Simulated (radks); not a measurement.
Values are calculated unless marked as measured or tabulated.
Mn+, configuration [Ar] 3d5 4s1.

Level of theory: scalar-relativistic Kohn-Sham, r2SCAN, spin-polarised, spherical densities, finite nucleus; open shells are filled with parallel spins first; meta-GGA in the generalised Kohn-Sham scheme; Fermi nuclear charge, rms radius 3.7057 fm (a radial shooting solver on a logarithmic mesh with Libxc functionals).

Energy parts (hartree):
| part | energy |
|---|---|
| total | -1158.48671 |
| kinetic | 1171.34018 |
| electron-nucleus | -2758.83894 |
| Hartree | 481.30924 |
| exchange-correlation | -52.29718 |

Orbitals (lengths in bohr, moments of r in powers of bohr):
orbital  occ.  eigenvalue (hartree)   <1/r>
1s up       1             -237.3938   24.92
1s down     1             -237.3937   24.92
2s up       1             -27.95571   5.316
2s down     1             -27.85524   5.330
2p up       3             -23.66244   5.199
2p down     3             -23.58545   5.211
3s up       1              -3.64203   1.660
3s down     1              -3.39244   1.647
3p up       3              -2.44583   1.519
3p down     3              -2.19620   1.507
3d up       5              -0.61661   1.153
3d down     0              -0.36470   1.120
4s up       1              -0.47387  0.4772

The highest occupied level is 4s up at -12.895 eV. The density falls to 0.001 e/bohr^3 at r = 3.89 bohr. The spin density at the nucleus is 6.131 e/bohr^3 (1s 0.148, 2s -2.750, 3s 1.606, 4s 7.127). For comparison, the ionisation energy in NIST's Atomic Spectra Database is 15.640 eV (measured). In exact Kohn-Sham theory the highest level is minus the ionisation energy, but local and semilocal functionals leave it too shallow, through self-interaction and a potential that decays too fast; potentials with the right tail come closer.
